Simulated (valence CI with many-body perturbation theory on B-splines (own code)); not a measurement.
# Questions on Sm30+

Computed by configuration interaction combined with many-body perturbation theory (CI+MBPT): four valence electrons over a frozen Dirac-Fock core [Ar] 3d10, radial functions for each j: 11 s, 11 p, 10 d, 8 f, 5 g, 2 h, with the one-electron correlation potential Σ1, the two-electron term Σ2, the three-electron term Σ3, Breit, model QED; selected CI, second order for the rest, scaled by the run's own slope (own B-spline code, finite nucleus).

No measured spectrum was set against this ion. As an estimate, large intervals hold to a few tenths of a per cent, small ones and those within an open d or f shell to about a per cent. Among the levels kept, up to 340 cm⁻¹ of a level comes from second order outside the variational space, and about a tenth of that is noise between levels of different J, which matters for small intervals.

Levels are named by their leading jj configuration (3d3/2^4 stands for four electrons in 3d with j = 3/2), which in mixed levels can hold well under half, so a name can repeat and another be missing.

Rates and lifetimes use the calculated energies. Strong lines usually hold to 10 to 20 %, long lifetimes can be off by a factor of two.

Q: What is the ground level?

A: (4s^2 4p1/2^2) J=0, composition 73 % 4s2.4p2 3P + 26 % 4s2.4p2 1S.

Q: Among levels below 28.806 Ry, which E1 lines absorb most strongly from the ground level?

A: to (4s^2 4p1/2 4d3/2) J=1 at 7.698 nm, f = 1.28; to (4s 4p1/2^2 4p3/2) J=1 at 11.15 nm, f = 0.454; to (4s 4p1/2 4p3/2^2) J=1 at 8.177 nm, f = 0.256.

Q: Name the longest-lived excited levels whose lifetime is computed, and their main decay.

A: (4s^2 4p1/2 4p3/2) J=2 at 2.674 Ry lives 303 μs, mostly by E2 to (4s^2 4p1/2^2) J=0; (4s^2 4p3/2 4d5/2) J=4 at 13.994 Ry lives 4.52 μs, mostly by M1 to (4s^2 4p1/2 4d5/2) J=3; (4s^2 4p1/2 4p3/2) J=1 at 2.438 Ry lives 3.96 μs, mostly by M1 to (4s^2 4p1/2^2) J=0.

Q: What is the ionisation energy?

A: 1182 eV; NIST lists 1180 ± 4 eV (theoretical).

Q: Where does the other parity begin?

A: At (4s 4p1/2^2 4p3/2) J=2, 7.353 Ry.

Q: How well does LS coupling describe the low levels?

A: Among the lowest 20 levels the leading LS term, summed over configurations, holds 59 % on average. For single configurations the figures are 55 % in LS and 85 % in jj coupling. Terms mix most in the J = 1 level at 11.144 Ry, where the leading one holds 32 %.
